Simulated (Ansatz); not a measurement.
A nudged elastic band was laid between two geometries of C2H9BOSi (14 atoms, charge 0, multiplicity 1).

These are results of RKS PBE-D4/def2-SVP in Ansatz, not measurements.

```
movable images  : 5
climbing image  : yes
spring          : 5.0 eV/Å²
optimiser       : quadratic models (default)
start path      : through a guess of the saddle point
force threshold : 0.03 eV/Å
iteration limit : 60
end points      : relaxed
```

Image 0:

```xyz
14
Properties=species:S:1:pos:R:3
B -0.036 1.811 1.847
O -0.591 0.901 1.017
C -0.212 -0.484 1.010
Si 0.663 -0.910 -0.641
C -0.438 -0.434 -2.095
H 0.810 1.470 2.663
H -0.428 2.957 1.728
H 0.440 -0.720 1.882
H -1.138 -1.091 1.110
H 0.963 -2.387 -0.628
H 1.965 -0.152 -0.685
H -1.369 -1.036 -2.099
H 0.078 -0.588 -3.063
H -0.721 0.636 -2.015
```

Image 6:

```xyz
14
Properties=species:S:1:pos:R:3
B 0.086 1.862 1.798
O -0.524 0.973 0.984
C -0.249 -0.435 1.020
Si 0.600 -0.973 -0.612
C -0.459 -0.464 -2.086
H 0.892 1.483 2.637
H -0.219 3.030 1.642
H 0.379 -0.694 1.903
H -1.219 -0.969 1.131
H 0.791 -2.468 -0.552
H 1.953 -0.314 -0.671
H 0.050 -0.684 -3.046
H -0.665 0.624 -2.040
H -1.430 -0.999 -2.079
```

**Question.** Which bonds break or form, and what moves?

**Answer.** No bond is made or broken. The dihedral C3–Si4–C5–H12 goes from -64 to 175°. The two ends are copies of one structure, up to a mirror image or an exchange of like atoms.

**Question.** What energy profile does the band end with?

**Answer.** The run converged. The highest image is number 2 of 0 to 6, 0.063 eV above the ends, which have the same energy within 2 meV. A vibrational analysis at the climbing image gives one clearly imaginary mode, 159i cm⁻¹: a first-order saddle point.

| image | path coordinate (Å) | energy (eV) | dihedral C3–Si4–C5–H12 (°) |
| --- | --- | --- | --- |
| 0 | 0.00 | 0.000 | -64 |
| 1 | 0.89 | 0.029 | -93 |
| 2 | 1.79 | 0.063 | -125 |
| 3 | 2.28 | 0.053 | -141 |
| 4 | 2.77 | 0.028 | -158 |
| 5 | 3.26 | 0.007 | -173 |
| 6 | 3.75 | 0.000 | 175 |

**Question.** What is the geometry of the highest image?

**Answer.** 
```xyz
14
Properties=species:S:1:pos:R:3
B 0.058 1.867 1.757
O -0.545 0.932 0.991
C -0.209 -0.463 1.043
Si 0.604 -0.994 -0.611
C -0.473 -0.432 -2.066
H 0.914 1.544 2.570
H -0.306 3.016 1.585
H 0.457 -0.679 1.909
H -1.152 -1.034 1.191
H 0.761 -2.493 -0.565
H 1.977 -0.376 -0.678
H -0.748 -1.277 -2.728
H 0.053 0.325 -2.680
H -1.406 0.035 -1.690
```

**Question.** What are the harmonic wavenumbers there?

**Answer.** 159i, 68, 83, 161, 270, 359, 436, 484, 597, 640, 680, 746, 821, 828, 871, 912, 918, 985, 1000, 1162, 1207, 1221, 1232, 1361, 1383, 1392, 1407, 2147, 2157, 2473, 2586, 2951, 2987, 3017, 3084, 3091 cm⁻¹.

Time of the run: 3 min on 2 threads of Arm Neoverse V2, with other jobs on the host, peak memory 0.16 GiB.
